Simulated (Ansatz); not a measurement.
Isolated molecules relaxed with PBE0-D4/def2-TZVP in Ansatz; ΔE leaves out vibrations. CCSD(T)/CBS is the MP2 limit (def2-TZVPP, def2-QZVPP) plus CCSD(T) − MP2 in def2-TZVPP, frozen cores. DFT in def2-TZVPP. One conformer a species, not always the lowest.

`Cc1cccc(N)c1` → `Cc1ccnc(C)c1`  (isomerisation)

Is it downhill or uphill in electronic energy at CCSD(T)/CBS, and by how much? (An estimate is asked.)

Ansatz gave: Uphill: ΔE = +2.7 kcal/mol.

What do these levels give: PBE0-D4, CAM-B3LYP-D4, r2SCANh, r2SCAN0, BHLYP, HF/def2-SVP? (Estimate.)

Ansatz gave: PBE0-D4 3.7, CAM-B3LYP-D4 2.7, r2SCANh 3.7, r2SCAN0 3.8, BHLYP 2.6, HF/def2-SVP 0.1 kcal/mol.

Largest T1 diagnostic among the species: 0.012.

Leaving LDA and LC-ωPBE aside and taking each functional with its dispersion term where it has one, the values, not all of them listed here, spread over 2.2 kcal/mol, from ωB97X-V to r2SCAN0-D4. LDA lies +2.6 kcal/mol from PBE without D4. In def2-TZVPP, CCSD(T) changes the Hartree–Fock value by +1.1 kcal/mol (the triples alone add −0.2 kcal/mol) and MP2 by +2.3 kcal/mol. At CCSD(T), def2-SVP lies −3.3 kcal/mol from the extrapolated value and def2-TZVPP −1.1 kcal/mol.
